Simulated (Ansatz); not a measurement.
Ansatz results at the PBE0-D4/def2-TZVP geometry: LUMO energy (ωB97M-V/def2-TZVPP) 1.09 eV; size of the dipole moment (B3LYP/def2-TZVPP) 1.84 D; HOMO–LUMO gap (PBE/def2-TZVPP) 3.34 eV.

Each molecule was computed in one conformer, which needn't be the lowest.

(1) Which molecule gave them?
A. `[CH3][Ti]12345678([OH])([C@H]9[C@@H]1[C@@H]2[C@@H]3[C@H]94)[C@H]1[C@@H]5[C@@H]6[C@@H]7[C@H]18`
B. `[CH3][Zr]1234([F])([F])[C@@H]5[C@H]1[C@H]2[C@@]3([SiH3])[C@@H]54`
C. `CC[C@@]12[C@H]3[C@H]4[C@H]5[C@@H]1[Hf]4532([NH2])([O]C)[O]C`
D. `C[O][Zr]1234([OH])([N](C)C)[C@H]5[C@@H]1[C@@H]2[C@@H]3[C@H]54`

Answers

(1) A. The others give `C[O][Zr]1234([OH])([N](C)C)[C@H]5[C@@H]1[C@@H]2[C@@H]3[C@H]54`: 1.09, 1.22, 3.66; `[CH3][Zr]1234([F])([F])[C@@H]5[C@H]1[C@H]2[C@@]3([SiH3])[C@@H]54`: 0.80, 2.58, 4.24; `CC[C@@]12[C@H]3[C@H]4[C@H]5[C@@H]1[Hf]4532([NH2])([O]C)[O]C`: 1.44, 0.82, 4.63.

B3LYP here is the variant with VWN-RPA as its local correlation; programs differ in this.
